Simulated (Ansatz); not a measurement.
The cluster Be2O2⁻. Total charge -1; doublet. Geometry B3LYP-D4/def2-TZVP, that of the neutral singlet; atoms count from 1.

```xyz
4

Be   -0.029    0.861    0.092
Be    0.028   -0.861   -0.092
O    -0.026   -0.129    1.195
O     0.026    0.129   -1.195
```

The highest occupied level of the charge -1 doublet lies above zero (up to 0.53 eV). By energy differences its removal costs 1.05 eV (vertical, to the charge 0 singlet, at PBE0-D4/def2-TZVPD); a positive level beside a positive removal energy at the same level points to self-interaction error. The structure comes from a short search, and lower isomers may exist.

(1) Estimate the Mulliken populations from the PBE0/def2-TZVPD orbitals of Ansatz.

(2) Where does the spin sit?

(3) And the Mayer bond orders between bonded heavy atoms (over 0.3)?

## Answers

(1) 
| atom | charge (e) | spin (α − β) |
| --- | --- | --- |
| Be1 | -0.62 | 0.70 |
| Be2 | -0.62 | 0.70 |
| O3 | 0.12 | -0.20 |
| O4 | 0.12 | -0.20 |
Mulliken values and Mayer orders depend strongly on the basis. With diffuse functions, as here, like atoms can get unlike values, and bond orders can come out too low or too high.

(2) Summed by element: Be 1.39, O -0.39, of 1 unpaired in all. Largest on single atoms: Be2 0.70, Be1 0.70, O3 -0.20.

(3) Be1–Be2 1.39 (1.73 Å); Be1–O3 0.82 (1.48 Å); Be1–O4 0.82 (1.48 Å); Be2–O3 0.82 (1.48 Å); Be2–O4 0.82 (1.48 Å).
